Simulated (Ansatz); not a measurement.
V2O⁺, relaxed as a doublet with UKS PBE-D4/def2-TZVP in Ansatz, starting from packed atoms. Force threshold 0.02 eV/Å.

The charge 1 doublet is spin-contaminated (final ⟨S²⟩ up to 2.38, 0.75 for a pure state). The relaxation made no stability test and no search for a lower SCF solution. The structure comes from a short search, and lower isomers may exist.

Start:

```xyz
3

V     1.160   -0.549    1.313
V    -1.524   -0.238   -0.590
O     0.364    0.787   -0.723
```

(1) Estimate the energy that the relaxation releases and the steps that it takes.

(2) Does the start keep its bonding and symmetry?

(3) Predict the relaxed structure.

Answers

(1) 311.2 kJ/mol, in 11 steps; 18 s on 4 threads of Arm Neoverse V2 on a shared host. No frequencies were taken in this run, so the end may be a saddle point.

(2) By distances, no bond broke or formed. The bond that changes most is V1–O3, from 2.56 to 1.83 Å (atoms count from 1). Point group Cs at the start, Cs at the end, both within 0.05 Å.

(3) 
Cartesian coordinates in Å:
```
V 0.7383 -0.4054 0.9021
V -1.1047 -0.2370 -0.3513
O 0.3663 0.6424 -0.5509
```
Bond lengths (bridged metal pairs left out): 2 × O–V 1.73 to 1.83 Å.
